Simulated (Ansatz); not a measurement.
Relaxation of Nb₄N₄ with RKS r2SCAN-D4/def2-SVP.

```sh
$ ansatz run in.yaml --threads 4 --pin off --events-out ev --progress --plain --max-ram 4787MiB
```

```yaml
crystal:
  periodic: [false, false, false]
  atoms:
    - {symbol: Nb, position_ang: [-2.019870, -0.273120, 0.180090]}
    - {symbol: Nb, position_ang: [0.385300, 2.439790, 1.029640]}
    - {symbol: Nb, position_ang: [0.284710, 0.591930, -2.278720]}
    - {symbol: Nb, position_ang: [1.733370, -0.981120, 0.465570]}
    - {symbol: N, position_ang: [-0.910360, -0.984100, 1.595910]}
    - {symbol: N, position_ang: [1.722670, -0.089060, -1.215980]}
    - {symbol: N, position_ang: [0.247370, -1.204930, 1.683020]}
    - {symbol: N, position_ang: [-1.443180, 0.500600, -1.459530]}
basis:
  gaussian: {orbitals: def2-SVP}
hamiltonian: {xc: r2scan, dispersion: d4}
scf: {lower_state_search: "off"}
output: {orbitals: {seedname: orbitals}}
relax: {f_tol: 0.02, max_steps: 100}
```

It took 4.1 min on 4 threads of Arm Neoverse V2 on a shared host.

Positions (Å) and forces (eV/Å) at steps 1, 2, 3, 4, 5, 6, 7, 8, 9, 10, 11, 12, 13, 14, 15, 16, 17, 18, 19, 21, 22 of 22:

```xyz
8
step=1 energy=-12147.9420 eV
Nb   -2.020   -0.273    0.180    0.721    1.277    1.137
Nb    0.385    2.440    1.030   -0.388   -2.713   -1.616
Nb    0.285    0.592   -2.279   -0.281   -0.160    3.225
Nb    1.733   -0.981    0.466   -0.374    1.484    1.045
N    -0.910   -0.984    1.596   -5.870    1.210   -1.591
N     1.723   -0.089   -1.216   -1.649    0.295   -0.877
N     0.247   -1.205    1.683    6.076   -1.050   -0.692
N    -1.443    0.501   -1.460    1.763   -0.341   -0.631
8
step=2 energy=-12149.5957 eV
Nb   -2.017   -0.182    0.218    0.625    1.579    1.461
Nb    0.362    2.273    0.928   -0.443   -3.232   -2.124
Nb    0.282    0.618   -2.185    0.173    1.573    1.618
Nb    1.758   -0.895    0.505   -0.220    1.742    1.400
N    -0.932   -0.986    1.559   -2.735    0.551   -1.338
N     1.696   -0.096   -1.217   -0.359   -0.802   -0.072
N     0.273   -1.215    1.649    2.910   -0.520   -0.905
N    -1.420    0.484   -1.457    0.050   -0.890   -0.040
8
step=3 energy=-12151.2428 eV
Nb   -2.012   -0.095    0.257    0.734    1.861    1.249
Nb    0.340    2.112    0.820   -0.425   -3.276   -2.423
Nb    0.285    0.675   -2.085    0.552    3.266    0.798
Nb    1.779   -0.811    0.546   -0.171    2.028    1.196
N    -0.953   -0.989    1.526   -0.331   -0.035   -1.009
N     1.667   -0.119   -1.224    0.969   -2.068    0.654
N     0.295   -1.225    1.620    0.427   -0.186   -0.921
N    -1.401    0.452   -1.460   -1.755   -1.589    0.456
8
step=4 energy=-12152.9765 eV
Nb   -2.006   -0.011    0.297    1.089    1.942    0.518
Nb    0.320    1.958    0.701   -0.342   -2.715   -2.103
Nb    0.293    0.762   -1.974    0.708    4.183    0.888
Nb    1.798   -0.729    0.587   -0.349    2.206    0.442
N    -0.972   -0.993    1.496    1.529   -0.456   -0.714
N     1.640   -0.156   -1.234    1.877   -3.068    1.110
N     0.315   -1.237    1.593   -1.487    0.100   -0.900
N    -1.388    0.406   -1.467   -3.025   -2.193    0.758
8
step=5 energy=-12154.5979 eV
Nb   -1.992    0.082    0.337    1.350    1.473   -0.798
Nb    0.302    1.807    0.579   -0.135   -0.789   -0.025
Nb    0.303    0.880   -1.835    0.388    2.491    0.785
Nb    1.814   -0.636    0.628   -0.555    1.828   -0.881
N    -0.988   -0.998    1.460    2.852   -0.668   -0.398
N     1.616   -0.221   -1.248    2.002   -2.813    1.227
N     0.333   -1.248    1.560   -2.832    0.379   -0.795
N    -1.387    0.335   -1.480   -3.069   -1.901    0.885
8
step=6 energy=-12155.9182 eV
Nb   -1.929    0.198    0.326    1.139    1.162   -2.175
Nb    0.299    1.810    0.662    0.252   -0.058    1.579
Nb    0.291    0.904   -1.637    0.384    1.032    0.512
Nb    1.799   -0.506    0.613   -0.494    1.421   -1.892
N    -0.987   -0.994    1.386    3.370   -0.627   -0.148
N     1.592   -0.360   -1.303    1.062   -1.667    1.259
N     0.344   -1.246    1.488   -3.338    0.518   -0.437
N    -1.409    0.192   -1.536   -2.375   -1.782    1.302
8
step=7 energy=-12156.4229 eV
Nb   -1.852    0.313    0.268   -0.994   -0.190   -0.844
Nb    0.330    1.813    0.850   -0.437   -1.166   -0.300
Nb    0.256    0.891   -1.466    0.676    0.546   -1.978
Nb    1.765   -0.384    0.560    1.451   -0.580   -0.960
N    -0.968   -0.957    1.310    2.276   -0.617   -0.007
N     1.574   -0.470   -1.353   -0.258    0.485    1.885
N     0.334   -1.212    1.421   -2.660    1.047   -0.136
N    -1.439    0.007   -1.590   -0.053    0.475    2.341
8
step=8 energy=-12156.9560 eV
Nb   -1.937    0.352    0.281    0.139   -0.181   -0.881
Nb    0.292    1.661    0.881    0.048   -0.280   -0.666
Nb    0.268    0.865   -1.544    0.045   -0.346    1.186
Nb    1.860   -0.394    0.561    0.206    0.201   -0.691
N    -0.941   -0.935    1.211    1.479   -0.413    0.861
N     1.608   -0.475   -1.290   -0.194    0.244    0.197
N     0.327   -1.094    1.398   -1.885    0.374   -0.425
N    -1.478    0.020   -1.496    0.161    0.401    0.418
8
step=9 energy=-12157.0857 eV
Nb   -1.954    0.335    0.270   -0.208    0.123   -0.916
Nb    0.279    1.619    0.867    0.196   -0.045   -0.129
Nb    0.283    0.861   -1.507   -0.102    0.108    0.529
Nb    1.870   -0.391    0.534    0.262   -0.009   -0.222
N    -0.937   -0.916    1.242    0.602   -0.289    0.595
N     1.618   -0.478   -1.298    0.074    0.011    0.035
N     0.308   -1.063    1.376   -0.559    0.088   -0.081
N    -1.466    0.033   -1.484   -0.266    0.013    0.189
8
step=10 energy=-12157.1584 eV
Nb   -1.982    0.324    0.227   -0.450   -0.005   -0.360
Nb    0.285    1.555    0.875   -0.101    0.023    0.301
Nb    0.273    0.862   -1.458    0.250    0.184   -0.176
Nb    1.905   -0.404    0.515   -0.017   -0.167   -0.033
N    -0.928   -0.872    1.284   -0.314    0.236    0.114
N     1.632   -0.468   -1.302    0.236   -0.117   -0.176
N     0.300   -1.028    1.360    0.692   -0.115    0.173
N    -1.485    0.030   -1.501   -0.297   -0.039    0.157
8
step=11 energy=-12157.2370 eV
Nb   -2.039    0.315    0.187   -0.227   -0.228    0.138
Nb    0.263    1.478    0.903   -0.176   -0.352    0.619
Nb    0.283    0.857   -1.419   -0.034    0.016   -0.704
Nb    1.937   -0.424    0.482   -0.041   -0.362    0.290
N    -0.921   -0.802    1.336   -0.649    0.902   -0.497
N     1.675   -0.464   -1.329    0.113    0.129   -0.247
N     0.304   -0.990    1.348    1.090   -0.098    0.394
N    -1.502    0.030   -1.508   -0.077   -0.007    0.008
8
step=12 energy=-12157.4496 eV
Nb   -2.134    0.301    0.118    0.180   -0.159    1.186
Nb    0.220    1.303    0.980   -0.296   -0.340    0.718
Nb    0.283    0.839   -1.369   -0.190   -0.170   -1.341
Nb    2.001   -0.479    0.437   -0.338   -0.355    0.556
N    -0.905   -0.640    1.398   -1.019    0.939   -1.132
N     1.743   -0.441   -1.378   -0.272    0.362   -0.195
N     0.325   -0.906    1.339    1.448   -0.307    0.680
N    -1.533    0.022   -1.526    0.488    0.030   -0.472
8
step=13 energy=-12157.5901 eV
Nb   -2.127    0.303    0.107    0.238   -0.241    0.945
Nb    0.192    1.240    1.018   -0.046    0.418    0.182
Nb    0.271    0.840   -1.390    0.068   -0.011   -0.889
Nb    2.000   -0.503    0.434   -0.135   -0.039    0.107
N    -0.898   -0.597    1.394   -0.664    0.272   -0.697
N     1.720   -0.430   -1.394   -0.206    0.171    0.033
N     0.359   -0.875    1.382    0.445   -0.630    0.610
N    -1.516    0.023   -1.552    0.299    0.061   -0.291
8
step=14 energy=-12157.5741 eV rejected
Nb   -2.063    0.345    0.156   -0.650   -0.447   -0.540
Nb    0.168    1.209    1.001    0.063    1.191    0.586
Nb    0.268    0.828   -1.467   -0.238   -0.400   -0.190
Nb    1.982   -0.418    0.463    0.657   -0.972   -0.186
N    -0.893   -0.645    1.364   -0.168    0.048   -0.159
N     1.687   -0.464   -1.360   -0.194    0.465   -0.289
N     0.372   -0.914    1.415    0.151   -0.101    0.529
N    -1.522    0.059   -1.573    0.379    0.217    0.248
8
step=15 energy=-12157.6780 eV
Nb   -2.103    0.294    0.132    0.107    0.033    0.125
Nb    0.188    1.255    1.018    0.000   -0.155   -0.018
Nb    0.269    0.841   -1.436    0.068    0.160   -0.130
Nb    1.987   -0.507    0.439   -0.266    0.139   -0.073
N    -0.906   -0.604    1.376    0.216    0.000   -0.223
N     1.700   -0.421   -1.394   -0.024   -0.056    0.028
N     0.363   -0.893    1.424   -0.124   -0.049    0.297
N    -1.497    0.035   -1.561    0.022   -0.072   -0.006
8
step=16 energy=-12157.6943 eV
Nb   -2.078    0.296    0.133   -0.107    0.014    0.002
Nb    0.182    1.246    1.024    0.054    0.040   -0.066
Nb    0.272    0.862   -1.455   -0.001   -0.018    0.021
Nb    1.960   -0.500    0.431    0.144   -0.038   -0.022
N    -0.900   -0.615    1.368   -0.024    0.017    0.016
N     1.672   -0.427   -1.402   -0.031    0.095   -0.021
N     0.366   -0.891    1.468   -0.063   -0.086    0.102
N    -1.473    0.030   -1.567    0.029   -0.024   -0.030
8
step=17 energy=-12157.6961 eV
Nb   -2.082    0.299    0.133    0.056   -0.020   -0.040
Nb    0.188    1.244    1.017    0.014    0.023    0.070
Nb    0.271    0.867   -1.459    0.029   -0.068    0.048
Nb    1.963   -0.506    0.431   -0.087    0.025   -0.078
N    -0.903   -0.612    1.372   -0.027    0.034   -0.040
N     1.674   -0.415   -1.404    0.033    0.018   -0.013
N     0.361   -0.897    1.476   -0.002    0.008   -0.007
N    -1.471    0.021   -1.566   -0.016   -0.019    0.060
8
step=18 energy=-12157.6977 eV
Nb   -2.082    0.302    0.134    0.020    0.001   -0.042
Nb    0.190    1.245    1.020    0.036   -0.041    0.022
Nb    0.272    0.864   -1.456   -0.010    0.042   -0.029
Nb    1.958   -0.509    0.425   -0.072    0.011    0.020
N    -0.908   -0.608    1.372    0.021    0.000   -0.021
N     1.681   -0.407   -1.410    0.039   -0.012   -0.003
N     0.356   -0.900    1.475   -0.009    0.030   -0.018
N    -1.467    0.011   -1.561   -0.026   -0.031    0.072
8
step=19 energy=-12157.6988 eV
Nb   -2.087    0.323    0.137   -0.001   -0.002    0.057
Nb    0.205    1.243    1.023    0.039   -0.065   -0.021
Nb    0.272    0.866   -1.455    0.059    0.058   -0.105
Nb    1.941   -0.524    0.413    0.034    0.067    0.026
N    -0.922   -0.592    1.367   -0.005   -0.036    0.059
N     1.707   -0.371   -1.428   -0.061   -0.012    0.039
N     0.336   -0.908    1.470   -0.066    0.001   -0.025
N    -1.451   -0.038   -1.528    0.002   -0.011   -0.030
8
step=21 energy=-12157.7001 eV rejected
Nb   -2.084    0.320    0.137   -0.020    0.005    0.005
Nb    0.207    1.244    1.023   -0.002   -0.062   -0.010
Nb    0.275    0.870   -1.460   -0.004   -0.001   -0.033
Nb    1.941   -0.516    0.418    0.005    0.003   -0.050
N    -0.923   -0.598    1.371    0.055    0.020    0.012
N     1.695   -0.378   -1.427    0.007    0.018    0.075
N     0.337   -0.908    1.469   -0.040    0.010    0.007
N    -1.449   -0.033   -1.532    0.000    0.008   -0.007
8
step=22 energy=-12157.7004 eV
Nb   -2.084    0.319    0.137   -0.004    0.004   -0.002
Nb    0.206    1.241    1.022    0.002   -0.014    0.008
Nb    0.273    0.869   -1.461    0.006   -0.001   -0.011
Nb    1.943   -0.517    0.418   -0.001    0.008   -0.007
N    -0.921   -0.597    1.371    0.009   -0.002    0.004
N     1.696   -0.378   -1.423    0.003    0.001    0.001
N     0.338   -0.908    1.471   -0.014    0.006    0.003
N    -1.451   -0.030   -1.534   -0.002   -0.001    0.004
```

In the def2 sets Nb takes a core potential; there is no spin–orbit coupling. The restricted singlet is unstable towards broken spin symmetry at other levels; at r2SCAN-D4/def2-SVP this wasn't settled. At r2SCAN-D4/def2-SVP a triplet of charge 0 lies 0.58 eV below the restricted singlet, each at its own geometry. The structure comes from a short search, and lower isomers may exist.
